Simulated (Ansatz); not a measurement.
Stepwise reaction of `N[Si](N)(O)Cl` with hydrogen chloride, as a gas-phase model of exchange steps in deposition or etching. ΔE in kJ/mol.

Calculated with Ansatz (gas phase, PBE0-D4/def2-TZVP geometries, no zero-point term in ΔE). CCSD(T)/CBS is the MP2 limit (def2-TZVPP, def2-QZVPP) plus CCSD(T) − MP2 in def2-TZVPP, frozen cores. This one scheme is used for every species. Functionals use def2-TZVPP. B3LYP here is the variant with VWN-RPA as its local correlation; programs differ in this. Each species was taken in one conformer, which may not be the lowest.

```
step                                          reaction  PBE-D4  B3LYP-D4  ωB97M-V  CCSD(T)/CBS
   1    `N[Si](N)(O)Cl` + HCl → `N[Si](O)(Cl)Cl` + NH₃   -31.2     -26.0    -27.0        -26.6
   2  `N[Si](O)(Cl)Cl` + HCl → `O[Si](Cl)(Cl)Cl` + NH₃   -29.0     -23.7    -24.3        -24.0
```

(1) By hand: ΔE of the 2 steps together at CCSD(T)/CBS.

## Answers

(1) (-26.6) + (-24.0) = -50.6 kJ/mol, or -25.3 kJ/mol a step.

In ΔE the steps differ by no more than 2.6 kJ/mol. All are downhill at CCSD(T)/CBS. PBE-D4 differs from CCSD(T)/CBS by -5.0 to -4.6 kJ/mol a step. Only this route is followed, and other bonds may react first. Isolated molecules leave out the surface, adducts and barriers. Largest T1 diagnostic: 0.010.
